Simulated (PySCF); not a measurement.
These 2 structures share the formula C5H5FO. The calculation used PBE0-D3(BJ)/def2-SVP geometry optimisation, gas phase in PySCF 2.14.0. Energies are electronic, without zero-point or thermal terms, for one conformer each. No frequencies were run at this level. Point groups hold within 0.08 Å.

Question: Order them by energy at this level, lowest first, and give relative energies in kcal/mol.
A. `[O:1]=[C:2]1[CH:3]=[CH:4][CH2:5][C@@H:6]1[F:7]` with O1–C2–C3–C4 -170°, C3–C4–C5–C6 -11°, C4–C5–C6–F7 138°, O1–C2–C6–C5 164°
B. `FC1C=COC=C1`

Answer: A (0.0), B (11.6).

As drawn, the lower has a C=O bond, which the higher lacks.

```tsv
SMILES	E (Eh)	E rel (kcal/mol)	dipole (D)	point group	A, B, C (MHz)
O=C1C=CC[C@@H]1F	-367.91040	0.0	4.35	C1	3704, 3250, 1819
FC1C=COC=C1	-367.89191	11.6	1.78	Cs	5072, 2611, 1909
```
